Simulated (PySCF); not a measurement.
Bond curve of HgP

Set-up: basis Hg def2-TZVPP with ECP60, P def2-TZVPP; scalar-relativistic core potentials; PySCF 2.14. Energies in eV from Hg + P in their ground configurations at the same level. State: ⁴Σ⁻ (quartet), unpaired electrons σ ↑, π ↑↑.

All columns are r²SCAN0. A positive dipole means Hg(−)P(+).

```csv
R (Å),E (eV),μ (D),Mulliken charge on Hg (basis-dependent),HOMO (eV),LUMO (eV),Mayer bond order,⟨S²⟩
2.442,-0.009,-0.37,0.14,-5.88,-2.75,0.83,3.77
2.555,-0.081,-0.39,0.12,-6.02,-2.67,0.71,3.77
2.669,-0.106,-0.38,0.10,-6.17,-2.59,0.60,3.77
2.754,-0.108,-0.35,0.08,-6.28,-2.58,0.52,3.77
2.839,-0.104,-0.30,0.07,-6.39,-2.61,0.45,3.77
2.924,-0.096,-0.25,0.05,-6.50,-2.62,0.38,3.76
3.038,-0.085,-0.18,0.04,-6.64,-2.62,0.30,3.76
3.180,-0.073,-0.11,0.02,-6.80,-2.61,0.22,3.76
3.350,-0.061,-0.05,0.01,-6.96,-2.58,0.15,3.76
3.577,-0.048,0.00,0.00,-7.15,-2.53,0.09,3.75
```

A fit through these points gives, at Re = 2.730 Å, μ = -0.36 D and dμ/dR = 0.402 D/Å; the reduced mass is 26.86 u.

Problem. How strong is the fundamental in the double-harmonic approximation, I = 42.26·(dμ/dR)²/μred km/mol?

Solution. I = 42.26·(0.402)²/26.86 = 0.254 km/mol at r²SCAN0.

The bond is weak. Basis-set superposition, not corrected here, can be much of De in a small basis, most of all at correlated wavefunction levels. Functionals without a dispersion term scatter widely for such bonds, and LDA overbinds them. These are scalar-relativistic numbers at best; spin–orbit coupling would shift them, the dissociation energy most. The state is the lowest determinant that a PBE0 search found; another state may lie lower at other levels.
